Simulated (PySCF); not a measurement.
Another site gives an ion 45710.08 eV lower (`O=[CH][GeH3]`) at the level PBE-D3(BJ)/def2-TZVP // TPSSh-D3(BJ)/def2-TZVP (PySCF).

Excitations are Tamm–Dancoff values on a coarser integration grid. The basis has no diffuse functions, so Rydberg states are missing or too high.

Z-matrix (Å, degrees):
```
C
O 1 1.2009
H 1 1.1039 2 123.54
S 1 1.7791 3 110.47 2 -179.93
H 4 1.3441 1 94.72 3 179.94
```
Charge 0, multiplicity 1.

**Question.** Estimate the dipole moment, LUMO, S1–T1 gap (TDA), T1 excitation (TDA), total energy, brightest of the four lowest singlets (TDA), HOMO and S1 excitation (TDA) that TPSSh-D3(BJ)/def2-TZVP (PySCF) returns for this input.

**Answer.** 
```yaml
dipole_moment: 1.53 D
LUMO: -1.60 eV
S1–T1 gap (TDA): 0.61 eV
T1 excitation (TDA): 4.10 eV
total_energy: -13953.98 eV
brightest of the four lowest singlets (TDA): 6.60 eV
HOMO: -7.18 eV
S1 excitation (TDA): 4.71 eV
```
